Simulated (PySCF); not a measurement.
Species: C₅H₆FO₂ (doublet state).
Structure used (GFN2-xTB), in Å, numbered top down from 1:
```xyz
14
C5H6FO2 angstrom
C      2.2183    0.5092    0.0157
O      1.3594   -0.5999    0.1526
C      0.0351   -0.3303    0.0546
C     -0.6602    0.8490   -0.1552
C     -1.9923    0.5126   -0.1662
F     -3.0582    1.2879   -0.3310
O     -2.2337   -0.8181    0.0222
C     -0.9697   -1.4433    0.1751
H      2.0305    1.2513    0.7981
H      3.2305    0.1218    0.1128
H      2.0969    0.9818   -0.9640
H     -0.2758    1.8390   -0.2860
H     -0.8496   -2.2126   -0.6024
H     -0.9321   -1.9491    1.1516
```

The hyperfine couplings belong to this conformer and change with its torsions.

As a line formula: `CO[C]1C=C(F)OC1` [radical].

The calculation used UKS B3LYP, pcH-1 on C F H O, non-relativistic, mean-field spin-orbit, GIAO in PySCF. One conformer (not necessarily the lowest) at the GFN2-xTB geometry, without solvent, vibrations or thermal averaging. A GFN2-xTB geometry isn't a minimum of the functional, and hyperfine couplings can be far from their values at a DFT geometry. Stability of the SCF solution: not tested.

Q: Predict the first-order ENDOR lines of F6, H13/H14, H12 and H9/H10/H11 under fast tumbling at B = 1213.0 mT (Q band).

A: ν± = |νn ± a/2|, one line for each electron-spin manifold; νn = |g_N| × 7.62259 MHz/T × B.

```tsv
nuclei	isotope	g_N	νn (MHz)	a_iso (MHz)	lower line (MHz)	upper line (MHz)
F6	19F	5.2577	48.61	83.23	7.00	90.23
H13/H14	1H	5.5857	51.65	96.33	3.48	99.81
H12	1H	5.5857	51.65	9.39	46.95	56.34
H9/H10/H11	1H	5.5857	51.65	4.28	49.51	53.79
```

Q: Which pairs are centred on the nuclear Larmor frequency, and which on half the coupling?

A: Centred on νn, since |a| < 2νn: F6, H13/H14, H12 and H9/H10/H11. No pair has |a| > 2νn.

Q: At what field would the lower line of F6 fall to zero frequency?

A: Where νn = |a|/2, that is B = 41.62 MHz/(5.2577 × 7.62259 MHz/T) = 1040 mT, as far as first order holds there.

Means are taken over nuclei equivalent by connectivity, which assumes that they swap fast. The three 1H nuclei of mean +4.3 MHz run from -1.4 to 7.2 MHz in the frozen geometry.

Hardware: Intel Xeon at 2.50 GHz, one thread, on a shared host. Cost: 2.1 min (with the writing of density and orbital grids), 0.96 GiB resident at most.
